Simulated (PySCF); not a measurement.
Start geometry of `C[CH2][In]([SiH3])[CH2]C` (InEt2(SiH3)) from GFN2-xTB (Å):
```
atom  x, y, z in Å
In1   -0.108   -0.326    0.030
C2     2.102   -0.184   -0.013
C3     2.630   -0.634    1.310
H4     2.538    0.863   -0.229
H5     2.502   -0.828   -0.839
H6     3.772   -0.590    1.323
H7     2.373    0.015    2.145
H8     2.424   -1.633    1.548
C9    -1.234    1.797    0.082
C10   -1.772    2.104   -1.339
H11   -0.546    2.544    0.369
H12   -2.037    1.779    0.764
H13   -2.354    3.111   -1.410
H14   -1.001    2.155   -2.077
H15   -2.494    1.324   -1.699
Si16  -1.496   -2.486    0.044
H17   -0.796   -3.547   -0.752
H18   -2.864   -2.381   -0.559
H19   -1.702   -3.090    1.387
```

**Question.** What comes out of this run: PySCF, PBE0-D3(BJ)/def2-SVP geometry optimisation, gas phase, def2 core potentials past Kr?

**Answer.** 
```
atom  x, y, z in Å
In1    0.0681    0.1685   -0.0017
C2     2.0757    0.4515    0.8139
C3     2.7956   -0.8337    1.2001
H4     1.9620    1.1189    1.6867
H5     2.6566    1.0322    0.0771
H6     3.7895   -0.6390    1.6396
H7     2.2265   -1.4183    1.9412
H8     2.9525   -1.4958    0.3332
C9    -1.1230    1.8139   -0.8110
C10   -2.5195    1.4258   -1.2772
H11   -0.5352    2.2590   -1.6326
H12   -1.1653    2.5885   -0.0255
H13   -3.0785    2.2879   -1.6815
H14   -2.4931    0.6602   -2.0695
H15   -3.1261    1.0077   -0.4576
Si16  -0.9619   -2.2220    0.0602
H17    0.0707   -3.3090    0.0286
H18   -1.9140   -2.4871   -1.0680
H19   -1.7435   -2.4157    1.3286
```

The energy falls by 0.690 eV over 25 energy and gradient evaluations, the largest force component goes from 0.0528 to 4.4e-04 Eh/bohr, and the atoms move by 1.258 Å rms after alignment. The bond that changes most is In1–C9 (ends: indium bonded to 2 C and Si; carbon bonded to C, In and 2 H), which shortens by 0.217 Å. Bonds longer at the end by more than 0.005 Å: 8 of 18; shorter: 8. Among the angles that change most is In1–C2–H4, from 116.0° to 106.2°. Among the dihedrals that turn most is C2–In1–C9–H12, from -137° to -54°. Rotational constants go from 1495, 1295, 754.1 to 1951, 1185, 757.9 MHz. The orientation of the end geometry is arbitrary; only internal coordinates are fixed.

The run used 165 basis functions and 165 SCF cycles in all. The run took 6.4 min wall on one thread of an Arm Neoverse V1, on a shared host, and the process peaked at 0.66 GiB of memory.

Stationary, but not proved a minimum. The numbers are those of one conformer.
